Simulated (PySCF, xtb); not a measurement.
In(H)2(OAc) (C₂H₅InO₂), SMILES CC(=O)[O][InH2].

GFN2-xTB (xtb) at its own geometry gives an orbital gap of 5.10 eV and a dipole moment of 0.99 D.

The structure is a stationary point at B3LYP-D3(BJ)/def2-SVP. The def2 effective core potentials stand for the cores of In; spin–orbit coupling is left out.

Question: What does r2SCAN/def2-TZVP in PySCF give? (An estimate is asked for; the answer gives what the named calculation found.)

Answer: gap 5.76 eV (levels -7.05 and -1.29 eV), dipole 0.21 D.
